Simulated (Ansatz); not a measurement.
Compare A (`N=C=C(F)[SiH3]`) with its isomer B (`N=C1[SiH2]C1F`).

Isolated molecules relaxed with PBE0-D4/def2-TZVP in Ansatz; ΔE leaves out vibrations. CCSD(T)/CBS is the MP2 limit (def2-TZVPP, def2-QZVPP) plus CCSD(T) − MP2 in def2-TZVPP, frozen cores. DFT in def2-TZVPP. B3LYP here is the variant with VWN-RPA as its local correlation; programs differ in this. Each species was taken in one conformer, which may not be the lowest.

A:

```xyz
9

N     0.678   -0.480   -2.309
C     0.583    0.064   -1.224
C     0.323    0.663   -0.082
F     0.885    1.879    0.164
Si   -0.767   -0.094    1.219
H     1.456   -1.129   -2.419
H    -1.927    0.791    1.497
H    -0.007   -0.297    2.479
H    -1.224   -1.397    0.676
```

B:

```xyz
9

N     1.8630    0.0160   -0.6916
C     0.7077    0.2075   -0.2330
Si   -1.1512    0.0335   -0.4059
C     0.0552   -0.0922    1.0582
F     0.4296   -1.1450    1.8296
H     1.9027    0.2152   -1.6913
H    -1.5700   -1.1685   -1.1587
H    -2.1630    1.1150   -0.3626
H    -0.0741    0.8185    1.6553
```

**Question.** Which isomer does CCSD(T)/CBS put lower? Give the gap. (Estimate.)

**Answer.** Ansatz gave: A, by 15.1 kcal/mol.

**Question.** Give E(B) − E(A) in kcal/mol with PBE-D4, CCSD(T)/def2-TZVPP, LDA (SPW92), r2SCAN-D4, B3LYP, CCSD(T)/def2-SVP, MP2/def2-TZVPP. (Estimate.)

**Answer.** The calculation gave: PBE-D4 13.0, CCSD(T)/def2-TZVPP 15.7, LDA (SPW92) 10.2, r2SCAN-D4 15.0, B3LYP 18.2, CCSD(T)/def2-SVP 16.2, MP2/def2-TZVPP 15.1. None reverses the order clearly.

**Question.** Does the order hold for the free energy at 298.15 K (harmonic terms from PBE0-D4)? (Best estimate.)

**Answer.** Ansatz gave: Yes: G(B) − G(A) = +17.6 kcal/mol, for one conformer each.

Largest T1 diagnostic: 0.015.

At CCSD(T), def2-SVP lies +1.0 kcal/mol from the extrapolated value and def2-TZVPP +0.6 kcal/mol. In def2-TZVPP, CCSD(T) changes the Hartree–Fock value by −7.2 kcal/mol (the triples alone add −0.7 kcal/mol) and MP2 by −7.8 kcal/mol.
